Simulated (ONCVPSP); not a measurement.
What one change does to a pseudopotential (P (Z = 15), ONCV)

| Item | Value |
| --- | --- |
| Element | P |
| Generator | ONCVPSP 4.0.1 |
| Type | optimised norm-conserving Vanderbilt (ONCV) |
| Functional | PBEsol |
| Relativity | scalar-relativistic |
| Frozen core | [Ne] |
| Valence charge | 5 |
| Reference configuration | 3s2 3p2 (charge +1) |
| Partial waves | 3s: rc 1.25 bohr, ncon 5, nbas 8, qcut 5.7 1/bohr, 3 projectors, debl 3.6 Ha; 3p: rc 1.95 bohr, ncon 3, nbas 7, qcut 4.8 1/bohr, 2 projectors, debl 0.5 Ha; d scattering state at 0.27 Ha: rc 2.10 bohr, ncon 4, nbas 8, qcut 3.9 1/bohr, 2 projectors, debl 2 Ha |
| Local potential | polynomial inside 1.15 bohr (lpopt 5, dvloc0 1 Ha) |
| Core correction | Teter function fitted to the true core (icmod 2), fcfact 0.65 |

In the p channel the program set the typed energies aside and used -0.521, 0.250 Ha. In the d channel the program set the typed energies aside and used 0.050, 2.050 Ha.

All-electron outer shells of the reference configuration (PBEsol, scalar-relativistic, ld1.x):

| shell | level (eV) | outermost node (bohr) | outermost maximum (bohr) |
| --- | --- | --- | --- |
| 2s | -184.19 | 0.14 | 0.42 |
| 2p | -134.97 | – | 0.36 |
| 3s | -23.23 | 0.65 | 1.56 |
| 3p | -14.18 | 0.64 | 1.76 |

Change: s: rc 1.78.

Cutoffs: the cutoffs (Ha) at which the residual kinetic energy of the hardest occupied pseudo-wave falls to 1 and 0.1 mHa per electron; they do not see the model core or the augmentation charge, which bear on the density cutoff. Errors are all-electron minus pseudo energies relative to the spin-unpolarised reference configuration.

How do hardness, ghosts and transferability respond?

The potential gets softer (92 Ha and 109 Ha → 12 Ha and 14 Ha); the bound ghost in s disappears; the errors of the 4 common tests hardly move. A larger radius leaves more room for a smooth pseudo-wave, so fewer plane waves are needed.

```csv
quantity,base,changed
"cutoff, loose",92 Ha,12 Ha
"cutoff, tight",109 Ha,14 Ha
loose cutoff by channel,"s 92 Ha, p 4.5 Ha","s 12 Ha, p 4.5 Ha"
bound ghosts,s,none
GHOST(+) flags under 300 eV,none,s at 271.4 eV
"error for 3s2 3p3, meV [ΔE -9.70 eV]",+1.2,+1.1
"error for 3s2 3p1, meV [ΔE 19.11 eV]",+3.2,+3.0
"error for 3s2 3p0, meV [ΔE 48.82 eV]",+24,+23
"error for 3s2 3p2.5, meV [ΔE -5.94 eV]",+0.6,+0.5
p: phases at 1.97 bohr within 0.05 rad from the reference energy up to (Ha; the scan ends near 5),2.6,2.6
d: phases at 2.13 bohr within 0.05 rad from the reference energy up to (Ha; the scan ends near 5),to the end of the scan,to the end of the scan
"rms error of d²Exc/dni dnj with the model core, mHa",0.68,1.08
```

Changed file: The cutoffs count occupied waves only; projector 2 of the d channel, the hardest unoccupied one, needs 39 Ha at the loose tolerance. A true bound ghost makes a file unfit for plane-wave use even where its test errors are small: the radial tests pick states by their node count and pass the ghost by.
